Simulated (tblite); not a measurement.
Start geometry of `FC(F)(F)P(C(=S)[S-])C(F)(F)F` from a force field or distance geometry (Å):
```
atom  x, y, z in Å
F1    -1.2290   -0.6136    1.5302
C2    -1.5252   -0.7892    0.1733
F3    -2.5577    0.0830   -0.0907
F4    -1.8017   -2.0837   -0.1504
P5    -0.0403   -0.1414   -0.7146
C6     1.4756   -1.0901   -0.4228
S7     1.4820   -2.5020    0.3632
S8     3.0490   -0.4210   -1.0175
C9     0.2556    1.5708   -0.0338
F10    1.6098    1.7634    0.0794
F11   -0.3312    2.4719   -0.9291
F12   -0.3855    1.7513    1.1869
```

Task: What comes out of this run: GFN2-xTB geometry optimisation, gas phase in tblite?

Result: 
```
atom  x, y, z in Å
F1    -1.475   -0.439    1.283
C2    -1.476   -0.622   -0.042
F3    -2.537    0.072   -0.515
F4    -1.772   -1.914   -0.262
P5     0.144   -0.178   -1.009
C6     1.472   -1.136   -0.208
S7     1.332   -2.311    0.932
S8     2.783   -0.475   -1.027
C9     0.356    1.410    0.018
F10    1.230    2.249   -0.554
F11   -0.809    2.091    0.072
F12    0.753    1.251    1.286
```

The energy falls by 151.5 kJ/mol over 113 L-BFGS steps, the largest force on an atom goes from 3.62 to 0.010 eV/Å, and the atoms move by 0.634 Å rms after alignment. The bond that changes most is C6–S8 (ends: carbon bonded to P and 2 S; sulfur bonded to C), which shortens by 0.128 Å. Bonds longer at the end by more than 0.005 Å: 4 of 11; shorter: 7. Among the angles that change most is P5–C6–S8, from 118.7° to 98.5°. Among the dihedrals that turn most is C6–P5–C9–F12, from -103° to -33°. Rotational constants go from 738.7, 609.6, 395.1 to 767.8, 640.6, 445.7 MHz. The orientation of the end geometry is arbitrary; only internal coordinates are fixed.

Hardware: x86-64 server, one thread, no GPU, on a shared host.

Its GFN2-xTB frequencies are all real (lowest 38 cm⁻¹).

One conformer stands for the species.

These are computed values.
